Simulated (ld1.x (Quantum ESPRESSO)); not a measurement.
# Zr: variants of one ultrasoft potential

Base potential:

* Element: zirconium
* Generator: ld1.x (Quantum ESPRESSO) 7.5
* Type: ultrasoft
* Functional: PBE
* Relativity: fully relativistic
* Frozen core: [Kr]
* Valence charge: 4
* Reference configuration: 4d2 5s2 5p0
* Partial waves: 5s (bound): rcut 2.85, rcutus 3.80 bohr; 5s channel at 0.65 Ry: rcut 2.85, rcutus 3.80 bohr; 5p (bound, empty): rcut 3.45, rcutus 4.20 bohr; 5p channel at 4.25 Ry: rcut 3.45, rcutus 4.20 bohr; 4d (bound): rcut 2.15, rcutus 2.25 bohr; 4d channel at 0.2 Ry: rcut 2.15, rcutus 2.25 bohr
* Local potential: all-electron potential smoothed inside 2.45 bohr (lloc = -1)
* Core correction: Bessel-smoothed model core inside 1.45 bohr
* Augmentation charge: built from norm-conserving waves at rcut, not smoothed further

Open shells are filled in proportion to 2j + 1 (rel_dist='average').

All-electron outer shells of the reference configuration (PBE, scalar-relativistic, ld1.x):

| shell | level (eV) | outermost node (bohr) | outermost maximum (bohr) |
| --- | --- | --- | --- |
| 4s | -54.50 | 0.55 | 1.08 |
| 4p | -32.46 | 0.56 | 1.17 |
| 5s | -4.44 | 1.47 | 3.15 |
| 4d | -3.60 | 0.58 | 1.59 |
| 5p | -1.47 | 1.70 | 4.15 |

Cutoffs, loose and tight: the cutoffs (Ry, on a coarse ladder) from which the occupation-weighted sum of valence levels, in a spherical-Bessel basis at the reference potential, stays within 10 and 1 mRy of its value at 400 Ry. They do not see the model core or the augmentation charge, which bear on the density cutoff. Test errors are all-electron minus pseudo excitation energies from the reference, over the configurations 4d2 5s1 5p0; 4d2 5s0 5p0; 4d1 5s0 5p0; 4d2 5s1 5p1; 4d2 5s0 5p2; 4d2.5 5s1.5 5p0; 4d2 5s0 5p1. A dash means not determined; rows that change the core or the reference have their own tests. The largest error is taken over the tests solved by every variant that gives reliable tests at all: 4d1 5s0 5p0; 4d2 5s0 5p0; 4d2 5s1 5p0.

A true bound ghost makes a file unfit for plane-wave use even where its test errors are small: the radial tests pick states by their node count and pass the ghost by. Where a test does run into it, the solver fails or the error is huge.

Cutoffs are not given where the Bessel-basis levels miss the radial ones by over 6 mRy, ghosts where they miss by over 20 mRy; a channel whose overlap is not positive is not tested.

A file whose overlap is not positive is unfit for use, and its test errors describe a broken file.

| change | outcome | cutoff, loose | cutoff, tight | bound ghosts | largest test error (meV) |
| --- | --- | --- | --- | --- | --- |
| base | generated | 18 Ry | 21 Ry | p1/2, p3/2, s | -227 |
| waves 5p (bound): rcut 2.56, rcutus 2.72 bohr; 5p channel at 4.25 Ry: rcut 2.56, rcutus 2.72 bohr | generated | 18 Ry | 21 Ry | s, p1/2, p3/2 | -227 |
| waves 5p (bound): rcut 3.32, rcutus 3.52 bohr; 5p channel at 4.25 Ry: rcut 3.32, rcutus 3.52 bohr | generated | 18 Ry | 21 Ry | s, p1/2, p3/2 | -227 |
| waves 5p (bound): rcut 3.45, rcutus 4.00 bohr; 5p channel at 4.25 Ry: rcut 3.45, rcutus 4.00 bohr | generated | 18 Ry | 21 Ry | p1/2, p3/2, s | -227 |
| waves 5p (bound): rcut 3.45, rcutus 4.86 bohr; 5p channel at 4.25 Ry: rcut 3.45, rcutus 4.86 bohr | generated, overlap not positive | – | – | s (p1/2, p3/2 not tested, overlap not positive) | -227 |
| waves 5p (bound): rcut 3.45, rcutus 5.34 bohr; 5p channel at 4.25 Ry: rcut 3.45, rcutus 5.34 bohr | generated, overlap not positive | – | – | s (p1/2, p3/2 not tested, overlap not positive) | -227 |
| waves 5p (bound): rcut 3.45, rcutus 6.16 bohr; 5p channel at 4.25 Ry: rcut 3.45, rcutus 6.16 bohr | generated, overlap not positive | – | – | s (p1/2, p3/2 not tested, overlap not positive) | -227 |

Reading the sweep of the p radius (base included, trends over the rows without a ghost): Bound ghosts are found at 2.72, 3.52, 4, 4.2, 4.86, 5.34, 6.16 bohr. Every judged row has one, so this setting neither creates nor removes them.
